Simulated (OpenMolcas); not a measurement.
Tc4+: ligand-field states by method

Tc4+ with 6 ligands (oxide) in octahedral coordination (Oh) at 1.94 Å. A charge of +1.33 e stands 3.2 Å behind each ligand. Ligand basis ANO-RCC-VDZP.
```
Tc    0.0000    0.0000    0.0000
O     1.9400    0.0000    0.0000
O     0.0000    1.9400    0.0000
O    -1.9400    0.0000    0.0000
O     0.0000   -1.9400    0.0000
O     0.0000    0.0000    1.9400
O     0.0000    0.0000   -1.9400
```

```json
{"Program": "OpenMolcas 26.06", "Basis": "ANO-RCC-VTZP [7s6p4d2f1g]", "Scalar Hamiltonian": "DKH2, point nucleus", "Active space": "3 electrons in 5 orbitals (4d)", "State averaging": "2S+1 = 4 even, 10 roots; 2S+1 = 2 even, 40 roots", "Spin-orbit coupling": "RASSI with atomic mean-field integrals over the reference wave functions"}
```

I. CASSCF
II. SS-CASPT2, IPEA 0.25 Eh, imaginary shift 0.1 Eh (closed shells correlated: 4s 4p and the ligand valence shells)

Spin-free states (labels of O, the rotations of Oh) in cm-1, each column counted from its own energy of the first state listed:

```tsv
State	Degeneracy	I	II
4A2	1	0	0
2E	2	15287	10240
2S+1 = 2	3	15935	10130
4T2	3	22676	21320
2S+1 = 2	3	23449	16510
4T1	3	28935	25140
2S+1 = 2	3	33362	26080
2S+1 = 2	1	34060	26780
2S+1 = 2	3	35338	27750
2E	2	37754	29330
2S+1 = 2	3	38163	28940
2S+1 = 2	3	43624	33450
2S+1 = 2	1	44986	32590
4T1	3	51574	45650
2E	2	55949	42220
2S+1 = 2	3	58361	47940
2S+1 = 2	3	58975	47940
2S+1 = 2	3	63235	50400
2S+1 = 2	3	72262	56690
2E	2	90131	73180
```

From I to II, I's first state of the same spin (4T2) moves from 22676 to 21320 cm-1, by about -1400 cm-1.

From I to II, I's first state of another spin (2E) moves from 15287 to 10240 cm-1, by about -5000 cm-1. In II another state of that kind comes below it.

χT at 300 K: I 1.76, II 1.75 cm3 K/mol.

Roots that are degenerate in the reference are averaged as groups; the widest CASPT2 spread within a group is 120 cm-1 (the 2-fold group of multiplicity 2 near 29300 cm-1 above the lowest state of its run, II). Shifts and gaps below about the spread of the groups concerned are not significant. Over all roots computed the reference weight is 0.58 to 0.61 in II; a low but even weight reflects the number of correlated electrons. The least metal-like active orbital is 67 % on the metal (Löwdin) and no ligand orbital is active, so the numbers are rough. The oxide ions are held by bare point charges, a crude embedding. Ligand-to-metal charge-transfer states are missing. With no ligand orbital active B as a rule stays too high, so bands that hang on it stand too high and its fall with covalency is understated. Without dynamic correlation the repulsion within the d shell is too large (B by tens of per cent), so at a given field states of lower spin stand too high (holds for I). With metal d orbitals alone the field can be off either way by tens of per cent (holds for I). These CASPT2 states fit no ligand-field parameters well, so their order and spin gaps are uncertain (holds for II). With one d shell and no ligand orbital active, 10Dq can be off by a tenth or more (holds for II). The distance lies 4 % under the 2.02 Å that this model takes as the normal distance (a Shannon-type radius plus a fixed donor radius); by an R⁻⁵ law this alone changes a d-shell field by about +22 %. No measured value stands beside these numbers; the geometry is a model, was not optimised and need not be the one that this ion takes.
